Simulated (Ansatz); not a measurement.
Species: C$_{4}$H$_{10}$B (charge 0, doublet). It need not be the lowest isomer of its formula. SMILES: B(C)([CH]C)C
Coordinates optimised at B3LYP-D3(BJ)/def2-TZVP (Ansatz, an electronic-structure program):
```
B
C 1 1.5358
H 2 1.0898 1 119.02
C 2 1.4860 3 114.04 1 -179.78
H 4 1.0896 2 112.93 3 179.14
H 4 1.0975 5 108.21 2 123.26
H 4 1.0979 5 108.17 6 113.51
C 1 1.5744 2 119.98 3 -1.20
H 8 1.0918 1 114.97 2 -5.60
H 8 1.0960 9 108.33 1 124.83
H 8 1.0978 9 107.70 10 112.94
C 1 1.5786 2 120.37 3 179.58
H 12 1.0916 1 113.55 2 -167.47
H 12 1.0940 13 108.26 1 -126.52
H 12 1.0984 13 106.82 14 -113.15
```
Charge 0, spin multiplicity 2.

Wanted: atomisation energy (electronic, to ground-state atoms), in kcal/mol. Cores are frozen in the correlated levels unless marked. Open shells are spin-unrestricted. No spin-orbit coupling. Non-relativistic unless marked X2C. The coupled-cluster limit lacks core correlation, which all-electron functionals hold. Basis-set limits of correlation are two-point, X^-3; Hartree-Fock from the larger set.

```
level                        program  atomisation energy (kcal/mol)
--------------------  --------------  -----------------------------
r2SCAN-D4/def2-TZVPD  Ansatz + dftd4                         1407.7
```

### Question
Predict the CCSD(T)/CBS(cc-pVTZ,cc-pVQZ) result (Ansatz).

### Answer
1393.6 kcal/mol, so r2SCAN-D4/def2-TZVPD differs from it by 14.1 kcal/mol.
